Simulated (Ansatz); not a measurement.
`CN([SiH3])[SiH2]F`, relaxed with RKS PBE-D4/def2-SVP in Ansatz 0.2.0 from a rough embedded geometry. The force threshold is 0.03 eV/Å; the program also tests the step.

Total charge 0; spin multiplicity 1.

Start:

```xyz
13

C     1.601   -0.285   -0.277
N     0.280    0.154    0.264
Si   -0.817   -0.938    0.958
Si   -0.704    1.269   -0.642
F    -1.236    0.526   -1.939
H     2.206    0.560   -0.524
H     1.511   -0.913   -1.170
H     2.141   -0.818    0.495
H    -0.040   -1.798    1.922
H    -1.509   -1.749   -0.048
H    -1.806   -0.186    1.818
H    -1.830    1.789    0.217
H     0.201    2.389   -1.076
```

Question: How much energy does the relaxation release, and in how many steps? (Estimate.)

Answer: Ansatz gave: 53.81 kJ/mol, in 9 steps, 1 of them rejected.

Question: Which bonds change most? (Estimate.)

Answer: The calculation gave: N2–Si3 from 1.696 to 1.767 Å; Si4–F5 from 1.587 to 1.645 Å; Si3–H10 from 1.465 to 1.509 Å; C1–H6 from 1.069 to 1.110 Å.

Question: Give the relaxed structure. (An estimate is asked.)

Answer: The calculation gave: 
```xyz
13

C     1.441   -0.373   -0.385
N     0.097    0.042    0.045
Si   -0.786   -1.092    1.073
Si   -0.608    1.474   -0.640
F    -1.230    1.226   -2.142
H     1.991    0.481   -0.833
H     1.417   -1.189   -1.142
H     2.044   -0.732    0.479
H     0.026   -1.382    2.310
H    -1.033   -2.406    0.375
H    -2.099   -0.461    1.436
H    -1.738    1.916    0.234
H     0.477    2.496   -0.810
```
